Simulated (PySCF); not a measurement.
Gas-phase reaction: GeH2Cl2 + 2 GeCl2 = GeH2 + 2 GeCl3

Computed with PySCF and rigid-rotor harmonic-oscillator thermochemistry at 1 bar. † marks an energy on the PBE0/def2-TZVP geometry and frequencies; other levels use their own. MP2 and CCSD(T) freeze the core. 6-31G* has spherical d functions here. Open shells (unrestricted): GeCl3 (multiplicity 2); the rest are closed-shell singlets. Ge: all electrons, no relativistic terms. GeH2, GeCl3: computed as isolated molecules; such fragments, hydroxides, amides, oligomers or adducts are transient or little studied in the gas. MP2 isn't extrapolated to the basis-set limit. CCSD(T) isn't extrapolated to the basis-set limit.

| level | ΔH°(298 K), kJ |
|---|---|
| CCSD(T)/def2-SVP† | 289 |
| HF/6-31G* | ___ |
| M06-2X/def2-TZVP† | ___ |
| MP2/def2-TZVPP† | ___ |
| PBE/def2-TZVP† | 300 |
| r2SCAN/def2-TZVP† | 286 |
| LDA/def2-TZVP† | 312 |

Problem. Fill in the missing entries.

Solution. 
- HF/6-31G*, ΔH°(298 K), kJ: 250
- M06-2X/def2-TZVP†, ΔH°(298 K), kJ: 276
- MP2/def2-TZVPP†, ΔH°(298 K), kJ: 305
